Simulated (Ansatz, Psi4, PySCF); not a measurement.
C₄H₁₀O₂, charge +1, doublet, geometry from GFN2-xTB (a state made from the parent by changing its charge; the spin is typed, not shown lowest). Base run: MP2/STO-3G (PySCF).

Here is a job for PySCF.
```python
from pyscf import gto, scf, mp

mol = gto.M(
    atom='''
C     1.938721    0.925303    0.484624
O     0.887049    0.799477   -0.437014
C     0.637908   -0.441993   -0.966083
C    -0.375988   -1.263846   -0.048325
O    -1.590107   -0.640143   -0.031367
C    -1.715707    0.499226    0.747580
H     1.868583    0.195515    1.300053
H     1.898293    1.938853    0.881202
H     2.903571    0.770848   -0.013673
H     1.536449   -1.061644   -1.058811
H     0.146274   -0.299410   -1.932673
H    -0.505647   -2.248631   -0.502655
H     0.085686   -1.338986    0.946954
H    -2.746347    0.844002    0.665016
H    -1.438117    0.328684    1.795914
H    -1.033877    1.283949    0.358954
''',
    basis='sto-3g',
    charge=1,
    spin=1,
    verbose=4,
)

mf = scf.UHF(mol)
mf.kernel()

pt = mp.MP2(mf)
pt.kernel()
print('E(MP2) = %.10f' % pt.e_tot)
```

The same geometry, method and basis name were run in Ansatz (a first-principles code) and Psi4 and PySCF, at each program's defaults and at the settings that a row names. The base is PySCF at its defaults. Differences at the defaults can come from grids, fitting, cores and function types together. The rows with settings made alike still differ; the cause (another SCF solution, basis table, core potential or functional code) wasn't traced.

```json
[
 {"code and settings": "PySCF, defaults (exact integrals, spherical functions, all electrons correlated)", "ΔE vs base (mEh)": "0.000", "basis functions": "40", "E (Eh)": "-303.18107", "SCF cycles": "16"},
 {"code and settings": "Psi4, defaults (density fitting with its default set, spherical functions, all electrons correlated)", "ΔE vs base (mEh)": "-0.540", "basis functions": "40", "E (Eh)": "-303.18161", "SCF cycles": "19"},
 {"code and settings": "Ansatz, defaults (factorised integrals, spherical functions, frozen core)", "ΔE vs base (mEh)": "21.362", "basis functions": "40", "E (Eh)": "-303.15971", "SCF cycles": "-"},
 {"code and settings": "PySCF, frozen core", "ΔE vs base (mEh)": "2.084", "basis functions": "40", "E (Eh)": "-303.17899", "SCF cycles": "16"},
 {"code and settings": "Psi4, exact integrals, spherical functions, frozen core", "ΔE vs base (mEh)": "2.085", "basis functions": "40", "E (Eh)": "-303.17899", "SCF cycles": "19"},
 {"code and settings": "Ansatz, high accuracy, frozen core", "ΔE vs base (mEh)": "21.327", "basis functions": "40", "E (Eh)": "-303.15974", "SCF cycles": "-"}
]
```

Open shells are given as the SCF converged; they aren't shown to be the lowest states, and a large step between rows can be another state.
